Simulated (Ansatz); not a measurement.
AlBGeH₆OSi (`[GeH3][SiH]1[BH][AlH][O]1`). The species carries charge 0 and has multiplicity 1. All single points use the PBE0-D4/def2-TZVP geometry.

```xyz
11

Ge    2.019    0.097    0.432
Si   -0.334   -0.202    0.718
B    -1.205   -1.173   -0.821
Al   -2.116    0.777   -0.946
O    -1.170    1.224    0.439
H     2.561    1.237    1.313
H     2.342    0.443   -1.034
H     2.767   -1.200    0.788
H    -0.601   -0.729    2.090
H    -1.138   -2.247   -1.329
H    -3.126    1.772   -1.649
```

Task: What is the dipole moment at ωB97M-V/def2-TZVPP? (An estimate is asked.)

Result: Computed: 1.59 D, with components (-0.91, -0.91, -0.93) D in this frame, pointing from negative to positive charge.

Task: And with PBE, r2SCAN, B3LYP? (Best estimate.)

Result: Computed: PBE 1.25 D, r2SCAN 1.35 D, B3LYP 1.53 D.

Task: Give the Mulliken charges with ωB97M-V, r2SCAN, PBE in def2-TZVPP. (An estimate is asked.)

Result: Ansatz gave: 
```
atom  ωB97M-V  r2SCAN    PBE
 Ge1    -0.11    0.01   0.00
 Si2     0.32    0.39   0.27
  B3    -0.24   -0.18  -0.14
 Al4     0.42    0.48   0.36
  O5    -0.44   -0.47  -0.37
  H6     0.02   -0.01   0.00
  H7     0.01   -0.02  -0.01
  H8     0.01   -0.02  -0.01
  H9    -0.04   -0.10  -0.08
 H10     0.13    0.05   0.06
 H11    -0.08   -0.13  -0.09
```

B3LYP here is the variant with VWN-RPA as its local correlation; programs differ in this.
